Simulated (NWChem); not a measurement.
System: GeHSF, singlet; SMILES [SH][Ge][F]

The following NWChem deck was run.

```
start job
memory heap 200 mb stack 900 mb global 1100 mb
geometry units angstroms noautoz
  Ge    -0.429977     0.512678     0.000000
  F      1.163966     1.249693     0.000000
  S      0.299889    -1.609351     0.000000
  H     -0.962314    -2.096335     0.000000
end
basis spherical
  Ge library 6-31g*
  F library 6-31g*
  S library 6-31g*
  H library 6-31g*
end
dft
  xc xpbe96 cpbe96
  grid xfine
  iterations 150
  mulliken
end
task dft gradient
```

Parts of the log:

```
             Northwest Computational Chemistry Package (NWChem) 7.3.0
             --------------------------------------------------------

 CS  symmetry detected

                             Geometry "geometry" -> ""
                             -------------------------

 Output coordinates in angstroms (scale by  1.889725989 to convert to a.u.)

  No.       Tag          Charge          X              Y              Z
 ---- ---------------- ---------- -------------- -------------- --------------
    1 Ge                  32.0000    -0.42831790     0.52532485     0.00000000
    2 F                    9.0000     1.18108439     1.22794113     0.00000000
    3 S                   16.0000     0.25581076    -1.61188815     0.00000000
    4 H                    1.0000    -1.01655880    -2.07165497     0.00000000

 Effective nuclear repulsion energy (a.u.)     246.8547777319

      Symmetry information
      --------------------

 Group name             Cs
 Group number              2
 Group order               2
 No. of unique centers     4

  pbe96 is a nonlocal functional; adding pw91lda local functional.

                                 NWChem DFT Module
                                 -----------------

 Summary of "ao basis" -> "ao basis" (spherical)
 ------------------------------------------------------------------------------
       Tag                 Description            Shells   Functions and Types
 ---------------- ------------------------------  ------  ---------------------
 Ge                          6-31g*                 12       32   5s4p3d
 F                           6-31g*                  6       14   3s2p1d
 S                           6-31g*                  8       18   4s3p1d
 H                           6-31g*                  2        2   2s

      Symmetry analysis of basis
      --------------------------

        a'         47
        a"         19

            General Information
            -------------------
          SCF calculation type: DFT
          Wavefunction type:  closed shell.
          No. of atoms     :     4
          No. of electrons :    58
           Alpha electrons :    29
            Beta electrons :    29
          Charge           :     0
          Spin multiplicity:     1
          Use of symmetry is: on ; symmetry adaption is: on
          Maximum number of iterations: 150
          AO basis - number of functions:    66
                     number of shells:    28
          Convergence on energy requested:  1.00D-06
          Convergence on density requested:  1.00D-05
          Convergence on gradient requested:  5.00D-04

              XC Information
              --------------
          PerdewBurkeErnzerhof Exchange Functional  1.000
            Perdew 1991 LDA Correlation Functional  1.000 local
           PerdewBurkeErnz. Correlation Functional  1.000 non-local

             Grid Information
             ----------------
          Grid used for XC integration:  xfine
          Radial quadrature: Mura-Knowles
          Angular quadrature: Lebedev.
          Tag              B.-S. Rad. Rad. Pts. Rad. Cut. Ang. Pts.
          ---              ---------- --------- --------- ---------
          Ge                  1.25      160           9.0      1454
          F                   0.50      100          10.0      1454
          S                   1.00      125          10.0      1454
          H                   0.35      100          10.0      1202
          Grid pruning is: on
          Number of quadrature shells:   485
          Spatial weights used:  Erf1

      Superposition of Atomic Density Guess
      -------------------------------------

 Sum of atomic energies:       -2572.34768199

      Non-variational initial energy
      ------------------------------

 Total energy =   -2572.590472
 1-e energy   =   -4075.786143
 2-e energy   =    1256.340893
 HOMO         =      -0.271005
 LUMO         =      -0.037191

      Symmetry analysis of molecular orbitals - initial
      -------------------------------------------------

  Numbering of irreducible representations:

     1 a'          2 a"

  Orbital symmetries:

     1 a'          2 a'          3 a'          4 a'          5 a'
     6 a"          7 a'          8 a'          9 a'         10 a'
    11 a'         12 a"         13 a'         14 a'         15 a"
    16 a'         17 a'         18 a'         19 a"         20 a"
    21 a'         22 a'         23 a'         24 a'         25 a"
    26 a'         27 a'         28 a"         29 a'         30 a"
    31 a'         32 a'         33 a'         34 a'         35 a"
    36 a'         37 a'         38 a'         39 a'

     ---------------------------------------------
      Total Density - Mulliken Population Analysis
     ---------------------------------------------

    Atom       Charge   Shell Charges
 -----------   ------   -------------------------------------------------------
    1 Ge  32    30.98   2.00  2.00  6.00  2.00  5.99  1.48  0.82  0.45  0.16  6.90  2.96  0.24
    2 F    9     9.71   2.00  0.96  3.50  1.01  2.23  0.01
    3 S   16    16.57   2.00  2.00  5.98  1.34  3.15  0.53  1.55  0.02
    4 H    1     0.74   0.39  0.35

   convergence    iter        energy       DeltaE   RMS-Dens  Diis-err
 ---------------- ----- ----------------- --------- --------- ---------
 d= 0,ls=0.0,diis     1  -2574.7060426903 -2.82D+03  4.07D-02  7.77D-01
 d= 0,ls=0.0,diis     2  -2573.4355158146  1.27D+00  2.98D-02  1.35D+01
 d= 0,ls=0.0,diis     3  -2574.7733134617 -1.34D+00  1.34D-02  2.04D-01
 d= 0,ls=0.0,diis     4  -2574.7852983574 -1.20D-02  6.87D-03  1.44D-01
 d= 0,ls=0.0,diis     5  -2574.8134875197 -2.82D-02  6.14D-04  6.18D-03
  Resetting Diis
 d= 0,ls=0.0,diis     6  -2574.8138430379 -3.56D-04  2.31D-04  2.44D-04
 d= 0,ls=0.0,diis     7  -2574.8138577022 -1.47D-05  1.53D-04  2.21D-05
 d= 0,ls=0.0,diis     8  -2574.8138542097  3.49D-06  9.76D-05  6.11D-05
 d= 0,ls=0.0,diis     9  -2574.8138596834 -5.47D-06  2.85D-05  5.69D-06
 d= 0,ls=0.0,diis    10  -2574.8138603613 -6.78D-07  3.28D-06  1.65D-07

         Total DFT energy =    -2574.813860361304
      One electron energy =    -4075.967453588623
           Coulomb energy =     1369.254233199763
    Exchange-Corr. energy =     -114.955417704303
 Nuclear repulsion energy =      246.854777731859

 Numeric. integr. density =       57.999999626647

                  Occupations of the irreducible representations
                  ----------------------------------------------

                     irrep           alpha         beta
                     --------     --------     --------
                     a'               22.0         22.0
                     a"                7.0          7.0

                       DFT Final Molecular Orbital Analysis
                       ------------------------------------

 Vector   27  Occ=2.000000D+00  E=-3.280017D-01  Symmetry=a'
              MO Center=  8.5D-01,  9.0D-01,  9.1D-16, r^2= 1.9D+00
   Bfn.  Coefficient  Atom+Function         Bfn.  Coefficient  Atom+Function
  ----- ------------  ---------------      ----- ------------  ---------------
    36      0.593253  2 F  py                40      0.413595  2 F  py
    53      0.163208  3 S  px                10     -0.161866  1 Ge s
    11     -0.152764  1 Ge px                66     -0.144225  4 H  s
    56      0.138949  3 S  s                 52      0.108231  3 S  s
    65     -0.104455  4 H  s                 16      0.084738  1 Ge py

 Vector   28  Occ=2.000000D+00  E=-2.494809D-01  Symmetry=a"
              MO Center=  2.1D-01, -1.3D+00, -1.9D-15, r^2= 2.1D+00
   Bfn.  Coefficient  Atom+Function         Bfn.  Coefficient  Atom+Function
  ----- ------------  ---------------      ----- ------------  ---------------
    55      0.642580  3 S  pz                59      0.380662  3 S  pz
    51     -0.246794  3 S  pz                13      0.194265  1 Ge pz
    37     -0.151130  2 F  pz                41     -0.115398  2 F  pz
     9     -0.073492  1 Ge pz                29     -0.049511  1 Ge d -1
    17      0.048461  1 Ge pz                19      0.033654  1 Ge d -1

 Vector   29  Occ=2.000000D+00  E=-2.355154D-01  Symmetry=a'
              MO Center= -1.6D-01, -1.5D-01, -5.2D-15, r^2= 3.7D+00
   Bfn.  Coefficient  Atom+Function         Bfn.  Coefficient  Atom+Function
  ----- ------------  ---------------      ----- ------------  ---------------
    54      0.442497  3 S  py                10      0.411667  1 Ge s
    11      0.296265  1 Ge px                14     -0.276545  1 Ge s
    12     -0.262331  1 Ge py                58      0.238356  3 S  py
    35     -0.222394  2 F  px                53     -0.208176  3 S  px
     6     -0.169801  1 Ge s                 50     -0.168430  3 S  py

 Vector   30  Occ=0.000000D+00  E=-1.129902D-01  Symmetry=a"
              MO Center= -3.3D-01,  3.2D-01,  5.7D-14, r^2= 3.2D+00
   Bfn.  Coefficient  Atom+Function         Bfn.  Coefficient  Atom+Function
  ----- ------------  ---------------      ----- ------------  ---------------
    13      0.728574  1 Ge pz                17      0.374914  1 Ge pz
    55     -0.283155  3 S  pz                 9     -0.252435  1 Ge pz
    59     -0.247477  3 S  pz                37     -0.207227  2 F  pz
    41     -0.177208  2 F  pz                51      0.105324  3 S  pz
     5      0.075304  1 Ge pz                61      0.037153  3 S  d -1

 Vector   31  Occ=0.000000D+00  E=-3.267187D-02  Symmetry=a'
              MO Center= -4.1D-01,  4.9D-01,  2.4D-15, r^2= 4.2D+00
   Bfn.  Coefficient  Atom+Function         Bfn.  Coefficient  Atom+Function
  ----- ------------  ---------------      ----- ------------  ---------------
    16      0.663119  1 Ge py                12      0.556650  1 Ge py
    58      0.377586  3 S  py                66      0.309086  4 H  s
    38     -0.303646  2 F  s                 15      0.292660  1 Ge px
    11      0.259713  1 Ge px                56      0.220304  3 S  s
    54      0.205433  3 S  py                35      0.185604  2 F  px

 Vector   32  Occ=0.000000D+00  E=-8.304253D-03  Symmetry=a'
              MO Center= -4.9D-01, -1.2D+00,  1.3D-15, r^2= 4.1D+00
   Bfn.  Coefficient  Atom+Function         Bfn.  Coefficient  Atom+Function
  ----- ------------  ---------------      ----- ------------  ---------------
    66      1.114341  4 H  s                 57      0.731644  3 S  px
    56     -0.577972  3 S  s                 10      0.527819  1 Ge s
    58      0.435635  3 S  py                15     -0.414896  1 Ge px
    53      0.365914  3 S  px                14      0.336251  1 Ge s
    54      0.309151  3 S  py                12      0.212763  1 Ge py

     ---------------------------------------------
      Total Density - Mulliken Population Analysis
     ---------------------------------------------

    Atom       Charge   Shell Charges
 -----------   ------   -------------------------------------------------------
    1 Ge  32    31.60   2.00  2.00  6.00  2.00  5.99  1.62  1.35  0.31  0.17  6.85  2.93  0.37
    2 F    9     9.34   2.00  0.93  3.27  1.03  2.09  0.01
    3 S   16    16.18   2.00  2.00  5.97  1.38  3.04  0.51  1.24  0.04
    4 H    1     0.89   0.50  0.39

     -------------------------------------------
      Total Density - Lowdin Population Analysis
     -------------------------------------------

    Atom       Charge   Shell Charges
 -----------   ------   -------------------------------------------------------
    1 Ge  32    31.78   2.00  2.00  5.99  1.99  5.88  1.22  1.33  0.55  0.52  6.64  3.07  0.59
    2 F    9     9.22   1.99  0.94  3.15  0.86  2.26  0.02
    3 S   16    16.13   2.00  1.99  5.89  1.12  2.78  0.59  1.71  0.05
    4 H    1     0.87   0.48  0.39

     Multipole analysis of the density
     ---------------------------------

     L   x y z        total         alpha         beta         nuclear
     -   - - -        -----         -----         ----         -------
     0   0 0 0     -0.000000    -29.000000    -29.000000     58.000000

     1   1 0 0     -0.913295     -0.456647     -0.456647      0.000000
     1   0 1 0     -0.082370     -0.041185     -0.041185      0.000000
     1   0 0 1     -0.000000     -0.000000     -0.000000      0.000000

     2   2 0 0    -26.659729    -49.943381    -49.943381     73.227033
     2   1 1 0      1.077442     -1.891516     -1.891516      4.860473
     2   1 0 1      0.000000      0.000000      0.000000      0.000000
     2   0 2 0    -26.870250   -135.322981   -135.322981    243.775713
     2   0 1 1     -0.000000     -0.000000     -0.000000      0.000000
     2   0 0 2    -25.686573    -12.843286    -12.843286      0.000000

            General Information
            -------------------
          SCF calculation type: DFT
          Wavefunction type:  closed shell.
          No. of atoms     :     4
          No. of electrons :    58
           Alpha electrons :    29
            Beta electrons :    29
          Charge           :     0
          Spin multiplicity:     1
          Use of symmetry is: on ; symmetry adaption is: on
          Maximum number of iterations: 150
          AO basis - number of functions:    66
                     number of shells:    28
          Convergence on energy requested:  1.00D-06
          Convergence on density requested:  1.00D-05
          Convergence on gradient requested:  5.00D-04

              XC Information
              --------------
          PerdewBurkeErnzerhof Exchange Functional  1.000
            Perdew 1991 LDA Correlation Functional  1.000 local
           PerdewBurkeErnz. Correlation Functional  1.000 non-local

             Grid Information
             ----------------
          Grid used for XC integration:  xfine
          Radial quadrature: Mura-Knowles
          Angular quadrature: Lebedev.
          Tag              B.-S. Rad. Rad. Pts. Rad. Cut. Ang. Pts.
          ---              ---------- --------- --------- ---------
          Ge                  1.25      160           9.0      1454
          F                   0.50      100          10.0      1454
          S                   1.00      125          10.0      1454
          H                   0.35      100          10.0      1202
          Grid pruning is: on
          Number of quadrature shells:   485
          Spatial weights used:  Erf1

          Convergence Information
          -----------------------
          Convergence aids based upon iterative change in
          total energy or number of iterations.
          Levelshifting, if invoked, occurs when the
          HOMO/LUMO gap drops below (HL_TOL):  1.00D-02
          DIIS, if invoked, will attempt to extrapolate
          using up to (NFOCK): 10 stored Fock matrices.

                    Damping( 0%)  Levelshifting(0.5)       DIIS
                  --------------- ------------------- ---------------
          dE  on:    start            ASAP                start
          dE off:    2 iters        150 iters           150 iters

                            NWChem DFT Gradient Module
                            --------------------------

  charge          =   0.00
  wavefunction    = closed shell

  Using symmetry

                         DFT ENERGY GRADIENTS

    atom               coordinates                        gradient
                 x          y          z           x          y          z
   1 Ge     -0.809403   0.992720   0.000000    0.010924  -0.003553   0.000000
   2 F       2.231926   2.320472   0.000000   -0.009233  -0.004937   0.000000
   3 S       0.483412  -3.046027   0.000000   -0.005990   0.006356   0.000000
   4 H      -1.921018  -3.914860   0.000000    0.004299   0.002134   0.000000
```

Level: PBE/6-31G* (spherical d). Low-valent species are run as closed-shell singlets; no triplet was tried in these runs. Geometry: optimised at PBE0/def2-SVP.
